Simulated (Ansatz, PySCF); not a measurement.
Gas-phase reaction in SMILES: C=CC -> C1CC1
Each molecule is optimised on its own at B3LYP-D3(BJ)/def2-TZVP (Ansatz, a program for electronic structure).

Quantity: isomerisation energy (enthalpy at 298 K, with B3LYP-D3(BJ) rigid-rotor harmonic-oscillator terms from PySCF), in kcal/mol. Cores are frozen in the correlated levels unless marked. No spin-orbit coupling. Non-relativistic. CBS marks a two-point X^-3 extrapolation of the correlation energy; Hartree-Fock from the larger set. [CCSD(T)-MP2]/basis is that difference in the basis named.

```tsv
level	program	isomerisation energy (kcal/mol)
HF/aug-cc-pVTZ	Ansatz	10.5
TPSS/def2-TZVPD	PySCF	6.4
B97M-V/def2-TZVPD	Ansatz	6.7
TPSSh-D3(BJ)/def2-TZVPD	PySCF + dftd3	5.9
TPSSh/def2-TZVPD	PySCF	5.8
PW6B95/def2-TZVPD	PySCF	5.6
MN15-D3(BJ)/def2-TZVPD	PySCF + dftd3	4.7
HSE06-D4/def2-TZVPD	Ansatz + dftd4	4.6
CAM-B3LYP-D3(BJ)/def2-TZVPD	Ansatz + dftd3	7.9
MP2/cc-pVTZ	Ansatz	5.6
RI-MP2/cc-pVQZ	Ansatz	5.7
SCS-MP2/6-31G	Ansatz	13.4
CCSD(T)/6-31G	Ansatz	15.2
RI-MP2/CBS(cc-pVTZ,cc-pVQZ)+[CCSD(T)-MP2]/cc-pVDZ	Ansatz	8.4
RI-MP2/CBS(aug-cc-pVTZ,aug-cc-pVQZ)+[CCSD(T)-MP2]/aug-cc-pVTZ	Ansatz	8.1
```
